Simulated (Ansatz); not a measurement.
A structure relaxed at r2SCAN-D4/def2-TZVP in Ansatz, charge 1, singlet:

| atom | x (Å) | y (Å) | z (Å) |
| --- | --- | --- | --- |
| Li1 | 1.025 | 0.372 | 0.266 |
| Li2 | -1.380 | -0.663 | -0.547 |
| Li3 | 1.527 | -2.055 | -0.197 |
| Li4 | -0.912 | -0.174 | 1.942 |
| Li5 | -1.200 | 1.759 | 0.312 |
| Li6 | 1.164 | 0.394 | -2.253 |
| H7 | 0.109 | 1.254 | 1.469 |
| H8 | 0.051 | -1.336 | 0.552 |
| H9 | -2.149 | 0.266 | 0.700 |
| H10 | 2.029 | -0.569 | -1.036 |
| H11 | -0.263 | 0.752 | -1.207 |

Question: Give its formula and point group.

Answer: Li6H5⁺ (the lowest singlet isomer of a short search). Point group Cs (tolerance 0.1 Å).

Question: Summarise the bond lengths by kind (pairs closer than 1.2 times the sum of covalent radii, bridged metal pairs left out).

Answer: 1 × Li–Li 2.74 Å; 11 × H–Li 1.73 to 1.89 Å.

The structure comes from a short search, and lower isomers may exist.
